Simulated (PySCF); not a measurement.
**Threshold energies of SbCl in a plasma**

PBE0 in PySCF with def2-TZVPPD on every atom (core potentials on Sb), for the lowest determinant that a PBE0 search found; no spin–orbit coupling.

```tsv
species	state (unpaired electrons)	Re (Å)	ωe (cm⁻¹)	energy of the minimum from the neutral (eV)	De (eV)	dissociates to
SbCl	triplet (π ↑↑)	2.339	373	0.00	3.21	Sb + Cl
SbCl⁺	doublet (π ↑)	2.235	454	8.58	3.66	Sb⁺ + Cl
SbCl⁻	doublet (π ↑)	2.476	285	-1.25	0.89	Sb + Cl⁻
```

Q: Work out the lowest energy to break SbCl into atoms, from its vibrational ground state.

A: D0 = De − ωe/2 = 3.21 − 0.02 = 3.19 eV (PBE0/def2-TZVPPD).

Q: Work out the ionisation energy of the Sb atom at this level and the threshold of dissociative ionisation.

A: IE(Sb) = 8.58 + 3.66 − 3.21 = 9.03 eV, so Sb⁺ + Cl + e⁻ appears at D0 + IE(Sb) = 12.22 eV (PBE0/def2-TZVPPD). The measured IE(Sb) is 8.608 eV (NIST ASD).

Q: Work out the electron affinity of the Cl atom and the threshold of dissociative attachment.

A: EA(Cl) = 3.21 − 0.89 − (-1.25) = 3.57 eV, so Sb + Cl⁻ needs D0 − EA(Cl) = -0.38 eV (negative: it is exothermic at zero electron energy) (PBE0/def2-TZVPPD). The measured EA(Cl) is 3.613 eV.

Q: At which energy does ion-pair formation open?

A: Sb⁺ + Cl⁻ lies at D0 + IE(Sb) − EA(Cl) = 8.65 eV (PBE0/def2-TZVPPD).

These are thermodynamic thresholds; the onsets seen under electron impact lie higher where the geometry changes, and cross-sections peak well above them.

Spin–orbit coupling is left out, which matters for elements this heavy, above all for dissociation energies. For an ion De counts to the pair picked by the measured ionisation energies or electron affinities, which need not be the lowest pair at this level. The highest Kohn–Sham level is positive in this anion. Much of that is self-interaction error, but it also means that the finite basis helps to hold the extra electron. States were picked by a PBE0 search and need not be the measured ground states.
